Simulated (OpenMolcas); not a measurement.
Ir5+ (d4) among equal point charges was computed by CASSCF with the d shell active (OpenMolcas, ANO-RCC-VDZP on the metal). Its lowest spin-free states, and all those of the highest spin:

```
2S+1  Degeneracy  E (cm-1)
   5           2       0.0
   5           1      2985
   5           2      9617
   3           2     15279
   3           1     18124
   3           1     19200
   3           2     20163
   3           2     20354
   3           1     20470
   3           2     22480
   3           1     23722
   3           2     23882
```

Q: Is the site octahedral, tetrahedral or cube-like, axial, or of lower symmetry?

A: The states with 2S+1 = 5 have orbital degeneracies 2, 1, 2. There are pairs but no triples, so the site is axial: not cubic, but with a proper or improper axis of order three or more. The run had Ir5+ among 6 point charges of -1.7 e arranged as a trigonal antiprism (D3d), 2.08 Å from the ion, with a polar angle of 47.6° against the regular 54.74°.

Spin-orbit coupling mixes the spin-free states strongly: the lowest level takes only 41 % from its leading state, 5E. Without dynamic correlation the repulsion within the d shell is too large (B by tens of per cent), so at a given field states of lower spin stand too high. Point charges give a weaker field than real ligands, and real ions of this kind are as a rule low spin; the high spin found here belongs to the model. This is an electrostatic model: the charges have no orbitals. No measured value stands beside these numbers.
